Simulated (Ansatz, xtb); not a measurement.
Relative energy of two isomers of C2H7GeNSi

Structure I: `C#[C][Ge@@H]([NH2])[SiH3]`, a singlet. Structure II: `C#C[Si@@H](N)[GeH3]`, a singlet. Both are isolated molecules in the gas phase, relaxed with B3LYP/def2-SVP; the shapes shown needn't be the lowest conformers.

I (Å):

```xyz
12

C    -1.4311   -1.3833    1.7228
C    -1.5432   -0.2095    1.4198
Ge   -1.7486    1.6225    0.8968
N    -0.1369    2.4483    1.2949
Si   -2.0968    1.7608   -1.4752
H    -1.3285   -2.4184    1.9943
H    -2.9670    2.1707    1.6913
H    -0.1226    3.4449    1.0798
H     0.1509    2.3304    2.2662
H    -3.4044    1.1358   -1.8307
H    -0.9970    1.0582   -2.1953
H    -2.1208    3.1936   -1.8982
```

II (Å):

```yaml
atoms:
  - { symbol: C, position_ang: [-1.3191, -1.3018, 1.8093] }
  - { symbol: C, position_ang: [-1.4338, -0.1343, 1.4807] }
  - { symbol: Ge, position_ang: [-2.2842, 1.7226, -1.3505] }
  - { symbol: N, position_ang: [-0.1147, 2.4220, 1.1278] }
  - { symbol: Si, position_ang: [-1.6452, 1.6195, 0.9599] }
  - { symbol: H, position_ang: [-1.2148, -2.3321, 2.0979] }
  - { symbol: H, position_ang: [-2.7679, 2.1663, 1.7885] }
  - { symbol: H, position_ang: [0.0174, 3.3380, 0.7094] }
  - { symbol: H, position_ang: [0.3978, 2.3485, 2.0028] }
  - { symbol: H, position_ang: [-3.7119, 1.1717, -1.5586] }
  - { symbol: H, position_ang: [-1.3139, 0.9146, -2.2380] }
  - { symbol: H, position_ang: [-2.2714, 3.1884, -1.8487] }
```

Quicker runs give these differences E(II) − E(I): GFN2-xTB −0.240 eV; HF/STO-3G −0.173 eV (at GFN2-xTB geometries); r2SCAN-D4/def2-SVP −0.619 eV (at GFN2-xTB geometries).

Q: Estimate E(II) − E(I) at the level CCSD(T)/def2-SVP + ΔMP2/def2-TZVPP.

A: Calculated at CCSD(T)/def2-SVP + ΔMP2/def2-TZVPP: E(II) − E(I) = −0.588 eV, so structure II lies lower.

Level by level:

```json
{"level": "GFN2-xTB", "geometry": "GFN2-xTB", "E(II) − E(I) (eV)": "−0.240", "departure from the last row (eV)": "+0.348", "job, with rough time for the two": "optimisation, 0.16 s"}
{"level": "HF/STO-3G", "geometry": "GFN2-xTB", "E(II) − E(I) (eV)": "−0.173", "departure from the last row (eV)": "+0.415", "job, with rough time for the two": "single point, 0.4 s"}
{"level": "r2SCAN-D4/def2-SVP", "geometry": "GFN2-xTB", "E(II) − E(I) (eV)": "−0.619", "departure from the last row (eV)": "−0.031", "job, with rough time for the two": "single point, 2.1 s"}
{"level": "B3LYP/def2-SVP", "geometry": "B3LYP/def2-SVP", "E(II) − E(I) (eV)": "−0.611", "departure from the last row (eV)": "−0.022", "job, with rough time for the two": "optimisation, 41 s"}
{"level": "HF/def2-SVP", "geometry": "B3LYP/def2-SVP", "E(II) − E(I) (eV)": "−0.613", "departure from the last row (eV)": "−0.025", "job, with rough time for the two": "part of the CCSD(T) run"}
{"level": "MP2/def2-SVP", "geometry": "B3LYP/def2-SVP", "E(II) − E(I) (eV)": "−0.564", "departure from the last row (eV)": "+0.024", "job, with rough time for the two": "part of the CCSD(T) run"}
{"level": "CCSD(T)/def2-SVP", "geometry": "B3LYP/def2-SVP", "E(II) − E(I) (eV)": "−0.546", "departure from the last row (eV)": "+0.042", "job, with rough time for the two": "single point"}
{"level": "CCSD(T)/def2-SVP + ΔMP2/def2-TZVPP", "geometry": "B3LYP/def2-SVP", "E(II) − E(I) (eV)": "−0.588", "departure from the last row (eV)": "", "job, with rough time for the two": "single point, 27 s"}
```

As drawn, II has 1 C–Si, 1 N–Si, 2 Ge–H in place of 1 C–Ge, 1 Ge–N, 2 Si–H.

None of the levels shown reverses the order. The largest departure from CCSD(T)/def2-SVP + ΔMP2/def2-TZVPP is that of HF/STO-3G, 0.415 eV. A small imaginary or near-zero mode remains, so no thermal terms are given. The last row adds to CCSD(T) the change of the MP2 difference between the two basis sets, here −0.042 eV.

The correlated steps freeze 17 core orbitals; the filled d shell of Ge is correlated, in a basis made for valence electrons. Programs: Ansatz 0.2.0, xtb 6.7.1; the last row on 2 threads of AMD EPYC 9R45 96-Core Processor (Zen 5) on a shared host.
